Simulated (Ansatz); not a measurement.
## Match the barriers

Saddle point of GaH$_{4}$F, closed shell (GaH₂F ([F][GaH2]) + H₂ → GaH₃ + HF; bonds formed: Ga1–H6, F2–H5; bonds broken: Ga1–F2, H5–H6), PBE0-D4/def2-TZVP structure:

```xyz
6
angstrom
Ga -0.4156 -0.2656 -0.3819
F 0.4074 -0.1426 1.4556
H 0.1128 -1.5520 -1.0693
H -1.8120 0.4088 -0.3382
H 0.8493 0.5910 0.6510
H 0.8582 0.9606 -0.3171
```

Program: Ansatz 0.2.0. Basis: def2-TZVPP, with def2-QZVPP for the basis limit. Cores are frozen in the correlated methods. Filled d shells of the heavier atoms are correlated. The def2 sets are not built for correlating such inner shells, so the correlated values are less sure here. Extrapolation: Hartree–Fock as exp(−7.88 √X), correlation as X^−2.97. Four methods, as single points on the PBE0-D4 structures, gave these electronic barriers from the start structure: 51.4, 90.7, 114.7, 148.0 kJ/mol.

(1) The methods were, in alphabetical order, BHLYP-D4, HF, r2SCAN-D4, SPW92. Which gave which? (Judge from chemistry; the calculation decides.)

The T1 diagnostic stays at or below 0.014.

Results:

(1) By the calculation: SPW92 51.4; r2SCAN-D4 90.7; BHLYP-D4 114.7; HF 148.0 kJ/mol. For comparison, CCSD(T) at an estimated basis limit (MP2 extrapolated from triple and quadruple zeta, plus CCSD(T) − MP2 in triple zeta) gives 108.7 kJ/mol.

Labels in which every atom is bracketed show which atoms are joined, not bond orders.

For scale, one of the runs: CCSD(T)/def2-TZVPP, 135 basis functions, launched by `ansatz run in.yaml --threads 2 --pin off --events-out ev --progress --plain --max-ram 4352MiB`. Hardware: 2 CPU threads of an Arm Neoverse V1, shared host. Wall time 14 s; peak host memory 0.72 GiB.
